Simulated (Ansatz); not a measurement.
`NC(=O)[SiH3]` at its PBE0-D4/def2-TZVP geometry, where that method's forces vanish. Total charge 0; spin multiplicity 1.

| atom | x (Å) | y (Å) | z (Å) |
| --- | --- | --- | --- |
| N1 | -0.9102 | -0.8515 | 0.9376 |
| C2 | 0.3187 | -0.4317 | 0.5545 |
| O3 | 1.3408 | -0.7984 | 1.1018 |
| Si4 | 0.4583 | 0.7972 | -0.9178 |
| H5 | -0.9894 | -1.4959 | 1.7095 |
| H6 | -1.7434 | -0.5385 | 0.4740 |
| H7 | 1.1226 | 2.0233 | -0.4174 |
| H8 | 1.2817 | 0.1502 | -1.9659 |
| H9 | -0.8792 | 1.1453 | -1.4763 |

Q: For each bond, give half the difference of the two atoms' forces along it (eV/Å; positive pushes the atoms apart) under PBE-D4, r2SCAN-D4, B3LYP-D4, ωB97M-V in def2-TZVPP. (An estimate is asked.)

A: Ansatz gave: 
```json
{"bond": "N1–C2", "length (Å)": "1.354", "PBE-D4": "0.04", "r2SCAN-D4": "0.13", "B3LYP-D4": "0.17", "ωB97M-V": "0.23"}
{"bond": "N1–H5", "length (Å)": "1.009", "PBE-D4": "0.17", "r2SCAN-D4": "-0.03", "B3LYP-D4": "-0.06", "ωB97M-V": "-0.11"}
{"bond": "N1–H6", "length (Å)": "1.003", "PBE-D4": "0.13", "r2SCAN-D4": "-0.03", "B3LYP-D4": "-0.05", "ωB97M-V": "-0.08"}
{"bond": "C2–O3", "length (Å)": "1.216", "PBE-D4": "0.90", "r2SCAN-D4": "0.39", "B3LYP-D4": "0.26", "ωB97M-V": "0.12"}
{"bond": "C2–Si4", "length (Å)": "1.923", "PBE-D4": "-0.27", "r2SCAN-D4": "-0.16", "B3LYP-D4": "-0.06", "ωB97M-V": "-0.08"}
{"bond": "Si4–H7", "length (Å)": "1.482", "PBE-D4": "0.10", "r2SCAN-D4": "-0.01", "B3LYP-D4": "-0.08", "ωB97M-V": "-0.13"}
{"bond": "Si4–H8", "length (Å)": "1.482", "PBE-D4": "0.10", "r2SCAN-D4": "-0.01", "B3LYP-D4": "-0.08", "ωB97M-V": "-0.13"}
{"bond": "Si4–H9", "length (Å)": "1.491", "PBE-D4": "0.04", "r2SCAN-D4": "-0.03", "B3LYP-D4": "-0.07", "ωB97M-V": "-0.08"}
```

B3LYP here is the variant with VWN-RPA as its local correlation; programs differ in this.
